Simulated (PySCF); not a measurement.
thionyl fluoride anion (F2OS), SMILES O=S(F)F (connectivity only; charge and spin as stated), charge -1, multiplicity 2.

Geometry: ωB97X-D3(BJ)/def2-SVPD. The spin state was assumed, not searched.

Two levels are set side by side: PBE/def2-TZVPD (PySCF) and M06-2X/def2-TZVPD (PySCF). Same geometry, gas phase. Differences are taken from unrounded values.

```tsv
quantity	M06-2X	PBE	PBE minus M06-2X
α-spin orbital gap (eV)	6.73	3.57	-3.16
β-spin orbital gap (eV)	7.85	3.17	-4.68
mean polarisability (bohr³)	39.1	44.7	5.6
```

Loosely held outer electrons make PBE densities more polarisable. Differences between two approximate levels are no errors against the true value.

Rough cost on one machine, each run with all the roots and properties that it gave: M06-2X against PBE about 2 times.
